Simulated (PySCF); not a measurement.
## Radial density of Os⁺ (osmium, charge +1)

UHF, [Xe] 4f14 5d5 6s2, high-spin 6S determinant (an excited configuration). Calculation: PySCF 2.14, in aug-cc-pVQZ-PP with ECP60MDF (7s7p6d4f3g2h, 135 functions); scalar relativity through the core potential. This is the valence pseudo-density: the core potential removes the inner electrons and smooths the orbitals near the nucleus.

| r (bohr) | 4πr²ρ (e/bohr) | 4πr²(ρα − ρβ) |
| --- | --- | --- |
| 0.136 | 2.228e-05 | 0.0000 |
| 0.230 | 0.0008044 | 0.0002 |
| 0.386 | 0.09072 | 0.0088 |
| 0.649 | 4.383 | 0.3836 |
| 1.09 | 12.57 | 3.1841 |
| 1.84 | 4.645 | 2.7368 |
| 3.09 | 1.066 | 0.3101 |
| 5.20 | 0.07772 | -0.0188 |
| 8.74 | 0.0003679 | -0.0002 |

Energies and moments cover only the electrons outside the core potential. Spin-orbit coupling, which splits the p, d and f shells strongly at this Z, is absent.

Question: Where is the radial spin density 4πr²(ρα − ρβ) most negative, and why is it negative at all?

Answer: Around r = 5.20 bohr, down to -0.0188 e/bohr: exchange with the open shell polarises the paired shells in an unrestricted calculation.
